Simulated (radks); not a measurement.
Question: Excited configurations of Ca IV: one electron is placed in a higher orbital outside [Ne] 3s2 3p4. The ground configuration is [Ne] 3s2 3p5. All-electron calculation, non-relativistic Kohn-Sham, SCAN, spin-polarised, spherical densities, point nucleus; open shells are filled with parallel spins first; meta-GGA in the generalised Kohn-Sham scheme. Program: a radial shooting solver on a logarithmic mesh with Libxc functionals. Excitation = E - E(ground); binding = E(ion) - E, where the ion is the core of charge +4; n* = 4/sqrt(2 binding) in atomic units, and the quantum defect is n - n*.

outer orbital  excitation (eV)  binding (eV)     n*  quantum defect  eigenvalue (eV)  <r> (bohr)
3d                      26.876        40.478  2.319           0.681          -33.027       1.397
4f                      53.588        13.767  3.977           0.023          -11.684       4.296
5p                      53.276        14.079  3.932           1.068          -12.654       5.658
6p                      58.372         8.983  4.923           1.077           -8.101       8.983
7p                      61.124         6.231  5.911           1.089           -5.636       13.05

Estimate the row for 5d.

Answer: excitation (eV) 56.355; binding (eV) 11.000; n* 4.449; quantum defect 0.551; eigenvalue (eV) -9.784; <r> (bohr) 6.754. The Delta-SCF ionisation energy is 67.355 eV (NIST Atomic Spectra Database: 67.273 eV, semi-empirical). Self-interaction in the functional shifts the binding energies and quantum defects, so they are the method's values and not measured ones. Open shells are spherical and high-spin; term and fine-structure splittings are not resolved.
